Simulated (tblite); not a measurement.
Species: C₅H₁₁N₂O (doublet state).
Atom-mapped SMILES: `[CH3:1][C:2](=[O:3])[C@H:4]([CH2:5][NH:6])[CH2:7][NH2:8]` (hydrogens: H9, H10, H11 on C1; H12 on C4; H13, H14 on C5; H15 on N6; H16, H17 on C7; H18, H19 on N8)

A start from a force field or distance geometry was refined with GFN2-xTB geometry optimisation, gas phase in tblite 0.8.0. Values at the start:

| coordinate | start |
| --- | --- |
| C1–C2 | 1.511 Å |
| C1–H9 | 1.106 Å |
| C2=O3 | 1.208 Å |
| C2–C4 | 1.488 Å |
| C4–C5 | 1.516 Å |
| C4–C7 | 1.507 Å |
| C4–H12 | 1.098 Å |
| C5–N6 | 1.433 Å |
| C5–H13 | 1.118 Å |
| C5–H14 | 1.119 Å |
| N6–H15 | 1.056 Å |
| C7–N8 | 1.415 Å |
| C7–H16 | 1.117 Å |
| C7–H17 | 1.103 Å |
| N8–H18 | 1.006 Å |
| N8–H19 | 1.023 Å |
| C1–C2–O3 | 120.7° |
| C1–C2–C4 | 119.9° |
| C2–C4–C5 | 111.2° |
| C2–C4–C7 | 112.8° |
| O3–C2–C4 | 119.5° |
| C4–C5–N6 | 114.6° |
| C4–C7–N8 | 115.9° |
| C5–C4–C7 | 112.5° |
| C1–C2–C4–C5 | -60° |
| C2–C4–C5–N6 | -60° |
| C2–C4–C7–N8 | 60° |

Q: How do these coordinates change at the GFN2-xTB level?

A: 
| coordinate | GFN2-xTB (Å or °) | change |
| --- | --- | --- |
| C4–C5 | 1.568 | +0.052 |
| C4–C7 | 1.553 | +0.046 |
| N6–H15 | 1.019 | -0.037 |
| N8–H18 | 1.043 | +0.037 |
| C5–N6 | 1.402 | -0.031 |
| C5–H14 | 1.096 | -0.023 |
| C7–H16 | 1.095 | -0.022 |
| C2–C4 | 1.509 | +0.021 |
| C1–H9 | 1.089 | -0.017 |
| C7–N8 | 1.432 | +0.017 |
| C5–H13 | 1.104 | -0.014 |
| C7–H17 | 1.095 | -0.008 |
| N8–H19 | 1.017 | -0.006 |
| C4–H12 | 1.093 | -0.005 |
| C1–C2 | 1.506 | -0.005 |
| C2=O3 | 1.211 | +0.003 |
| C5–C4–C7 | 106.0 | -6.5 |
| C1–C2–C4 | 115.3 | -4.6 |
| O3–C2–C4 | 122.2 | +2.7 |
| C1–C2–O3 | 122.5 | +1.8 |
| C4–C7–N8 | 114.1 | -1.8 |
| C2–C4–C5 | 109.6 | -1.6 |
| C2–C4–C7 | 111.6 | -1.2 |
| C4–C5–N6 | 114.6 | 0.0 |
| C1–C2–C4–C5 | -112 | -52 |
| C2–C4–C5–N6 | -66 | -6 |
| C2–C4–C7–N8 | 65 | +5 |

The energy falls by 93.0 kJ/mol over 150 L-BFGS steps, the largest force on an atom goes from 2.20 to 0.008 eV/Å, and the atoms move by 0.659 Å rms after alignment. The bond that changes most is C4–C5 (ends: carbon bonded to 3 C and H; carbon bonded to C, N and 2 H), which lengthens by 0.052 Å. Bonds longer at the end by more than 0.005 Å: 5 of 18; shorter: 10. Among the dihedrals that turn most is H17–C7–N8–H19, from -27° to 57°. Rotational constants go from 2498, 1891, 1412 to 2898, 1637, 1506 MHz.

Time: 4.9 s wall, 3.1 s CPU. Hardware: an Intel Xeon at 2.50 GHz with one thread, shared host.

Its GFN2-xTB frequencies are all real (lowest 40 cm⁻¹). 3 starts were optimised and ended at 0.00, 2.47 and 3.83 kcal/mol (GFN2-xTB); the lowest of these is shown.

One conformer stands for the species.

All values are computed, not measured.
